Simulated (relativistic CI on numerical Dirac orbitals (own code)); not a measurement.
**Bi³²⁺: sensitivity of the levels to the model**

Base calculation: Dirac-Coulomb-Breit CI, orbitals from a KLI potential per configuration, a model potential for QED, unscaled Slater integrals.

Configurations in the expansion (outside the closed core [Ar] 3d10): 4s2 4p6 4d10 4f5, 4s2 4p6 4d9 4f6, 4s2 4p6 4d10 4f4 5s, 4s2 4p6 4d10 4f4 5p, 4s2 4p6 4d10 4f3 5s2, 4s2 4p5 4d10 4f6, 4s2 4p6 4d10 4f3 5s 5p, 4s2 4p6 4d10 4f4 5d, 4s2 4p6 4d10 4f3 5p2, 4s2 4p6 4d10 4f3 5s 5d, 4s 4p6 4d10 4f6, 4s2 4p6 4d10 4f4 6p, 4p6 4d10 4f7. Levels of other configurations are missing.

Variants: (1) QED terms removed; (2) only the first configuration. Shifts of the energy above 4s2 4p6 4d10 4f5 6H°_5/2, in cm⁻¹, for the lowest level and the first level of each name with at least 55 % of one term (blank where a level changes its place among those of its configuration and J or its character, or is not in the variant):

| Level | Base | Δ(1) | Δ(2) |
| --- | --- | --- | --- |
| 4s2 4p6 4d10 4f5 6H°_5/2 | 0.0 | 0.0 | 0.0 |
| 4s2 4p6 4d10 4f5 6H°_7/2 | 31168.4 | -185.8 | -296.7 |
| 4s2 4p6 4d10 4f5 6H°_9/2 | 53063.8 | -268.9 | -270.7 |
| 4s2 4p6 4d10 4f5 6F°_1/2 | 53303.1 | -206.5 | +661.0 |
| 4s2 4p6 4d10 4f5 6H°_11/2 | 66944.1 | -277.9 | -145.3 |
| 4s2 4p6 4d10 4f5 4F°_3/2 | 104755.1 | -345.0 | -57.3 |
| 4s2 4p6 4d10 4f5 4M°_17/2 | 118586.4 | -348.2 | -861.5 |
| 4s2 4p6 4d10 4f5 2P°_1/2 | 119125.0 | -292.6 | +804.7 |
| 4s2 4p6 4d10 4f5 4K°_13/2 | 142557.4 | -377.2 | +240.1 |
| 4s2 4p6 4d10 4f5 4P°_1/2 | 184311.1 | -516.3 | +1547.0 |

At this charge energies of transitions that change n are usually good to better than 1 %, and those within a shell (Δn = 0) to a few per cent. Terms inside the open d or f shell come out 10 to 20 % too wide with unscaled integrals.

Ionisation energy from the two ground configurations alone: base 1227.72 eV. The NIST ASD value (theoretical) is 1250 eV.

LS names give the leading component of a level, which can be under half, so a name can repeat, a term be missing and a line seem to break the LS rules.
